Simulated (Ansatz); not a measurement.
Ansatz (an electronic-structure program) input (HF/6-31G*):

Ansatz 0.2 input:
```yaml
crystal:
  periodic: [false, false, false]
  atoms:
    - {symbol: C, position_ang: [-1.70247716, 0.40861166, 0.05612660]}
    - {symbol: C, position_ang: [-1.14551551, -0.58957546, 0.75642688]}
    - {symbol: C, position_ang: [0.37163249, -0.79889547, 0.57771698]}
    - {symbol: C, position_ang: [1.10020115, 0.10325037, -0.34161312]}
    - {symbol: N, position_ang: [1.54147121, 0.87314363, -1.08420951]}
    - {symbol: H, position_ang: [-2.77364825, 0.60733457, 0.13996225]}
    - {symbol: H, position_ang: [-1.17850729, 1.09109328, -0.63303167]}
    - {symbol: H, position_ang: [0.55616880, -1.82331349, 0.23617418]}
    - {symbol: H, position_ang: [0.86264248, -0.72746638, 1.55441779]}
basis:
  gaussian:
    orbitals: 6-31G*
hamiltonian:
  xc: {name: HF}
total_charge: -1
relax: {f_tol: 0.003, max_steps: 120}
```

From the output:

```
mean field -5663.75398950 eV, -208.1391200840 hartree, gradient 1.8e-5 eV, S^2 0.000000; 0 other end points of the search recorded, 0 dependent functions left out
the calculation of the forces begins
reference -5663.75398950 eV, -208.1391200840 hartree; 18, 18 occupied and 65, 65 virtual orbitals, 947 factors
relax step   7: F+E_penalty+E_count = -5663.75398950 eV  Δ(F+E_penalty+E_count) = +1.512e-6 eV  max|allowed force component| = 2.239e-2 eV/Å  Δτ_max = 0.0050 Å  (31 SCF iters, rejected (line search))
these checks for a lower state are left out or cut short: starts, cluster_reference, orbital_swaps, neighbouring_geometries, increment
integrals: 0.03 GiB planned
947 factors; integrals over basis functions are off by at most 4.6e-4 eV
mean field: 0.20 GiB planned
mean field evaluation 64: about -5663.7540 eV, gradient 1.5e-5 eV
mean field -5663.75402760 eV, -208.1391214839 hartree, gradient 1.6e-5 eV, S^2 0.000000; 0 other end points of the search recorded, 0 dependent functions left out
the calculation of the forces begins
reference -5663.75402760 eV, -208.1391214839 hartree; 18, 18 occupied and 65, 65 virtual orbitals, 947 factors
relax step   8: F+E_penalty+E_count = -5663.75402760 eV  Δ(F+E_penalty+E_count) = -3.658e-5 eV  max|allowed force component| = 2.003e-3 eV/Å  Δτ_max = 0.0024 Å  (31 SCF iters, accepted)
integrals: 0.03 GiB planned
947 factors; integrals over basis functions are off by at most 4.6e-4 eV
mean field: 0.20 GiB planned
mean field -5663.75402760 eV, -208.1391214839 hartree, gradient 1.6e-5 eV, S^2 0.000000; 1 other end points of the search recorded, 0 dependent functions left out
the calculation of the forces begins
reference -5663.75402760 eV, -208.1391214839 hartree; 18, 18 occupied and 65, 65 virtual orbitals, 947 factors
Total energy: -5663.75402760 eV, -208.1391214839 hartree
Atom 0 at    -1.731148     0.394510     0.074514 Å, force    -0.000663     0.001337    -0.000957 eV/Å
Atom 1 at    -1.170011    -0.600686     0.771358 Å, force     0.000505    -0.001473     0.001107 eV/Å
Atom 2 at     0.352488    -0.774834     0.562165 Å, force     0.002003     0.001670    -0.001854 eV/Å
Atom 3 at     1.106975     0.127220    -0.363114 Å, force    -0.001521    -0.001042     0.001220 eV/Å
Atom 4 at     1.690051     0.809812    -1.066105 Å, force     0.000921    -0.000112    -0.000121 eV/Å
Atom 5 at    -2.798203     0.589816     0.160234 Å, force    -0.000055     0.000289    -0.000227 eV/Å
Atom 6 at    -1.230856     1.081037    -0.612502 Å, force    -0.000384    -0.000832     0.000781 eV/Å
Atom 7 at     0.553941    -1.786258     0.212210 Å, force    -0.000439    -0.000049    -0.000131 eV/Å
Atom 8 at     0.858730    -0.696434     1.523208 Å, force    -0.000366     0.000212     0.000183 eV/Å
Dipole moment:     0.626109    -0.121914    -0.044215 e Å
```

The dipole moment of an ion depends on the origin.

The geometry given is a B3LYP-D3(BJ)/def2-TZVP minimum.
